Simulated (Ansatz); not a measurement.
`[AlH2][BH]Cl` + CH₃NH₂ → `CNBCl` + `[AlH3]` at 298.15 K and 1 bar (cleavage of the B–Al bond).

Calculated with Ansatz (gas phase, PBE0-D4/def2-TZVP geometries, no zero-point term in ΔE). CCSD(T)/CBS adds triple-zeta CCSD(T) − MP2 to the extrapolated MP2 energy (def2 sets, frozen cores). This one scheme is used for every species. One conformer a species, not always the lowest.

```json
{"species": "`[AlH2][BH]Cl`", "CCSD(T)/CBS energy (Eh)": "-728.37691", "H − E (kJ/mol)": "84.8", "S (J/(mol·K))": "306.0"}
{"species": "CH₃NH₂", "CCSD(T)/CBS energy (Eh)": "-95.75281", "H − E (kJ/mol)": "180.0", "S (J/(mol·K))": "240.4"}
{"species": "`CNBCl`", "CCSD(T)/CBS energy (Eh)": "-580.41629", "H − E (kJ/mol)": "199.5", "S (J/(mol·K))": "302.3"}
{"species": "`[AlH3]`", "CCSD(T)/CBS energy (Eh)": "-243.78045", "H − E (kJ/mol)": "58.9", "S (J/(mol·K))": "207.5"}
```

H − E and S are ideal-gas, rigid-rotor, harmonic terms from PBE0-D4/def2-TZVP, for one conformer and one mirror image of each species. 1 Eh = 2625.50 kJ/mol, R = 8.31446 J/(mol·K).

**Question.** By hand: ΔE, ΔH, ΔS and ΔG.

**Answer.** ΔE = (-580.41629) + (-243.78045) − (-728.37691) − (-95.75281) = -0.06702 Eh = -176.0 kJ/mol. Δ(H − E) = 199.5 + 58.9 − 84.8 − 180.0 = -6.4, so ΔH = -182.4 kJ/mol. ΔS = 302.3 + 207.5 − 306.0 − 240.4 = -36.6 J/(mol·K). ΔG = -182.4 − 298.15 × (-36.6)/1000 = -171.5 kJ/mol.

**Question.** By hand: the equilibrium constant, and the temperature at which ΔG would vanish if ΔH and ΔS stayed fixed.

**Answer.** log₁₀ K = −ΔG/(RT ln 10) = 30.0. ΔG = 0 at ΔH/ΔS = 4984 K, far beyond where these terms or the molecules hold.

ΔH outweighs TΔS. A doubt of 5 kJ/mol in ΔE shifts log₁₀ K by 0.9 here. Other conformers and mirror images would add mixing entropy, several J/(mol·K) or more a flexible species. These are equilibria of isolated gas molecules and say nothing of rates. Largest T1 diagnostic: 0.013 (customary marks: 0.02 for closed shells, 0.045 for open ones).
